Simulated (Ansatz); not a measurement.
Relaxation of BH₈NOSi (12 atoms, charge 0, multiplicity 1), to a largest force component of 0.03 eV/Å in at most 50 steps.

Method: RKS revPBE-D4/6-31G* (Ansatz 0.2.0).

```xyz
12
Properties=species:S:1:pos:R:3
B 0.120 -0.263 0.266
N 0.074 -0.461 1.735
H -0.765 -0.796 2.206
H 0.910 -0.505 2.315
H 1.206 -0.122 -0.227
H -0.913 -0.337 -0.355
O -0.172 2.322 0.541
Si -1.772 2.830 0.359
H -2.696 1.732 -0.092
H -2.328 3.382 1.647
H -1.751 3.912 -0.675
H -0.024 1.758 1.345
```

Where does it end, and by what steps?

It converged. The force dipped under the threshold on the way, but the program's further checks kept it going. After 35 steps the energy has fallen by 0.172 eV; H11 moved furthest, 1.33 Å.

```
step  energy less start (eV)  largest force component (eV/Å)  accepted
   0                  0.0000                           1.993       yes
   2                 -0.1097                           0.578       yes
   4                 -0.1126                           1.488        no
   6                 -0.1496                           0.097       yes
   8                 -0.1529                           0.225       yes
  10                 -0.1589                           0.082       yes
  12                 -0.1608                           0.088       yes
  14                 -0.1635                           0.054       yes
  16                 -0.1386                           1.023        no
  18                 -0.1649                           0.052       yes
  20                 -0.1657                           0.035       yes
  22                 -0.1668                           0.085       yes
  24                 -0.1685                           0.070       yes
  26                 -0.1692                           0.068       yes
  28                 -0.1701                           0.062       yes
  30                 -0.1712                           0.040       yes
  32                 -0.1719                           0.034       yes
  34                 -0.1721                           0.030       yes
  35                 -0.1722                           0.025       yes
```

```xyz
12
Properties=species:S:1:pos:R:3
B 0.103 -0.840 0.429
N 0.175 -0.106 1.633
H -0.646 0.124 2.195
H 1.052 0.094 2.114
H 1.132 -1.143 -0.123
H -0.987 -1.098 -0.019
O -0.165 2.714 0.597
Si -1.821 2.919 0.414
H -2.355 2.422 -0.905
H -2.605 2.207 1.495
H -2.080 4.390 0.519
H 0.086 1.770 0.716
```

Whether the end is a true minimum wasn't checked by a vibrational analysis.

The run took 3.5 min on 1 thread of Intel(R) Xeon(R) Processor @ 2.50GHz (Skylake/Cascade Lake), on a shared host, peak memory 0.16 GiB.
